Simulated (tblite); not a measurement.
Species: C7H15P.
SMILES with atom numbers: `[CH2:1]=[CH:2][P:3]([CH2:4][CH3:5])[CH:6]([CH3:7])[CH3:8]` (hydrogens: H9, H10 on C1; H11 on C2; H12, H13 on C4; H14, H15, H16 on C5; H17 on C6; H18, H19, H20 on C7; H21, H22, H23 on C8)

The geometry is computed with GFN2-xTB (gas phase).

Entries marked ? are missing. Bonds in one row agree within 0.01 Å.

| coordinate | value |
| --- | --- |
| C1=C2 | ? |
| C2–P3 | ? |
| P3–C4 | 1.869 Å |
| C4–C5 | 1.523 Å |
| P3–C6 | 1.882 Å |
| C6–C7, C6–C8 | ? |
| C1–H9 | 1.080 Å |
| C1–H10 | 1.078 Å |
| C2–H11 | 1.087 Å |
| C4–H12, C4–H13 | 1.094 Å |
| C5–H14, C5–H15, C5–H16 | 1.089 Å |
| C6–H17 | 1.098 Å |
| C7–H18 and 5 like bonds | 1.089 Å |
| C1–C2–P3 | ? |
| C2–P3–C4 | 96.1° |
| C2–P3–C6 | ? |
| C4–P3–C6 | 98.6° |
| P3–C4–C5 | 110.5° |
| P3–C6–C7 | 108.7° |
| C7–C6–C8 | ? |

Problem. Fill in the missing values.

Solution. 
- C1=C2 = 1.322 Å, drawn double (terminal =CH2 carbon to alkene CH carbon); 0.14 Å below the sum of covalent radii, 1.46 Å.
- C2–P3 = 1.827 Å, drawn single (alkene CH carbon to phosphine phosphorus); 0.03 Å above the sum of covalent radii, 1.80 Å.
- C6–C7, C6–C8 = 1.525 Å, drawn single (sp3 carbon bound to phosphorus to methyl carbon); equal to the sum of covalent radii, 1.52 Å.
- C1–C2–P3 = 122.6°, at the alkene CH carbon; the outer atoms are 2.773 Å apart.
- C2–P3–C6 = 96.7°, at the phosphine phosphorus; the outer atoms are 2.770 Å apart.
- C7–C6–C8 = 110.5°, at the sp3 carbon bound to phosphorus; the outer atoms are 2.505 Å apart.

Radii are Cordero's, carbon taken as 0.76, 0.73 or 0.69 Å for four, three, and two or fewer neighbours.

Its GFN2-xTB frequencies are all real (lowest 42 cm⁻¹). The numbers are those of one conformer (C1–C2–P3–C4 121°, C2–P3–C4–C5 -72°, C2–P3–C6–C7 67°). 3 starts were optimised and ended at 0.00, 1.11 and 3.21 kcal/mol (GFN2-xTB); the lowest of these is shown.
